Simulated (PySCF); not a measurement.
Computed shifts of a molecule H4OSeSi, HF/pcSseg-1 run with PySCF, GIAO, gas phase, equivalent atoms averaged, in ppm (number of nuclei): ¹H: 4.95 (3), 0.82 (1). ²⁹Si: -47.7 (1). References: ⁷⁷Se against Me2Se (σ = 1942.8 ppm); ¹⁷O against H2O (σ = 333.0 ppm); ¹H against TMS (σ = 31.99 ppm); ²⁹Si against TMS (σ = 393.8 ppm), references at their B3LYP-D3(BJ)/def2-TZVP geometries, non-relativistic. Geometry optimised at r2SCAN-D4/def2-SVP. Other conformers were not sampled.

Task: Which molecule gave these data?
(A) O[SiH2][SeH]
(B) O[Se][SiH3]
(C) [SiH3]O[SeH]

Result: B, O[Se][SiH3]
